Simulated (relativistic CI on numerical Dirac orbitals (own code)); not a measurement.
## Hf⁵⁵⁺: q coefficients and field-shift factors

These numbers are calculated, not measured: Dirac-Coulomb-Breit CI, orbitals from a KLI potential per configuration, derivatives by finite differences, unscaled Slater integrals, QED left out (own radial code, finite nucleus).

Configurations in the expansion (outside the closed core [Ne]): 3s2 3p5, 3s 3p6, 3s2 3p4 3d, 3s 3p5 3d, 3p6 3d, 3s 3p4 3d2, 3p5 3d2, 3p4 3d3. Double excitations out of closed p, d and f shells are left out; levels of such configurations are missing from the list, as are those of other unlisted configurations, and high levels can miss mixing partners.

With x = (α/α₀)² − 1 an excitation energy changes as ω = ω₀ + qx; K = 2q/ω₀ is the relative enhancement. Terms are leading LS components, so labels can repeat. The field-shift factor is F = δν/δ⟨r²⟩ for the transition from the lowest level.

Lowest level 3s2 3p5 2P°_3/2.

```tsv
Level	ω₀ (cm⁻¹)	q (cm⁻¹)	K	F (GHz/fm²)
3s2 3p4 3d 4D_3/2	1807938	112900	0.125	7.23
3s2 3p4 3d 4D_5/2	1855180	127500	0.137	8.67
3s2 3p4 3d 4P_1/2	1862708	128300	0.138	-13.3
3s2 3p4 3d 2F_7/2	1887026	103800	0.11	10.2
3s2 3p4 3d 2D_3/2	2048256	128600	0.126	8
3s2 3p4 3d 2F_7/2	2380568	678400	0.57	21.2
3s2 3p4 3d 4F_9/2	2401768	669600	0.558	25.6
3s2 3p4 3d 2P_1/2	2449748	724200	0.591	-77.5
3s2 3p5 2P°_1/2	2460950	2.967e+06	2.41	-365
3s2 3p4 3d 2D_5/2	2631230	692000	0.526	18.8
3s2 3p4 3d 2P_3/2	2690073	708300	0.527	20
3s2 3p4 3d 2D_5/2	2727453	714400	0.524	11.7
3s 3p6 2S_1/2	3933254	3.223e+06	1.64	-4710
3s2 3p4 3d 4D_1/2	4177360	3.076e+06	1.47	-453
3s2 3p4 3d 4D_3/2	4260717	3.073e+06	1.44	-350
3s2 3p4 3d 4F_5/2	4327156	3.055e+06	1.41	-346
3s2 3p4 3d 2G_7/2	4340343	3.051e+06	1.41	-346
3s2 3p4 3d 2D_5/2	4599631	3.056e+06	1.33	-354
3s2 3p4 3d 2P_3/2	4620166	3.075e+06	1.33	-350
3s2 3p4 3d 2P_1/2	4669410	3.147e+06	1.35	-1480
3s2 3p4 3d 4D_7/2	4784493	3.63e+06	1.52	-337
3s2 3p4 3d 2P_3/2	4853011	3.638e+06	1.5	-344
3s2 3p4 3d 2F_5/2	4885734	3.64e+06	1.49	-341
```

At this charge energies of transitions that change n are usually good to better than 1 %, and those within a shell (Δn = 0) to a few per cent.
